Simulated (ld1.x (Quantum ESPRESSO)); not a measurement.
**Au (Z = 79): excitation energies, all-electron against PAW**

```
Element                 : Au (Z = 79)
Generator               : ld1.x (Quantum ESPRESSO) 7.5
Type                    : PAW
Functional              : PBE
Relativity              : fully relativistic
Frozen core             : [Xe] 4f14
Valence charge          : 11
Reference configuration : 5d10 6s1 6p0
Partial waves           : 6s (bound): rcut 2.05, rcutus 2.75 bohr; 6s channel at 4.3 Ry: rcut 2.05, rcutus 2.75 bohr; 6p (bound, empty): rcut 3.30, rcutus 3.70 bohr; 6p channel at 1.05 Ry: rcut 3.30, rcutus 3.70 bohr; 5d (bound): rcut 1.75, rcutus 2.40 bohr; 5d channel at 0.05 Ry: rcut 1.75, rcutus 2.40 bohr
Local potential         : all-electron potential smoothed inside 3.50 bohr (lloc = -1)
Core correction         : Bessel-smoothed model core inside 1.50 bohr
Augmentation charge     : BESSEL, radius 1.60 bohr
```

Open shells are filled in proportion to 2j + 1 (rel_dist='average').

Energies are relative to the spin-unpolarised reference configuration 5d10 6s1 6p0; without spin polarisation the order of configurations can differ from experiment.

Question: Give the all-electron excitation energy and the error of the potential for: 5d10 6s0 6p0; 5d9 6s0 6p0; 5d8 6s0 6p0; 5d9 6s2 6p0; 5d9 6s1 6p1; 5d10 6s0.5 6p0; 5d9 6s1 6p0.

Answer:

| valence configuration | charge | ΔE all-electron (eV) | error AE − PS (meV) |
| --- | --- | --- | --- |
| 5d10 6s0 6p0 | +1 | 9.427 | -1.2 |
| 5d9 6s0 6p0 | +2 | 30.655 | -37 |
| 5d8 6s0 6p0 | +3 | 64.533 | -231 |
| 5d9 6s2 6p0 | 0 | 1.712 | -17 |
| 5d9 6s1 6p1 | 0 | 7.450 | -14 |
| 5d10 6s0.5 6p0 | +0.5 | 3.782 | -0.1 |
| 5d9 6s1 6p0 | +1 | 12.154 | -23 |

The ghost test of this file was not conclusive.
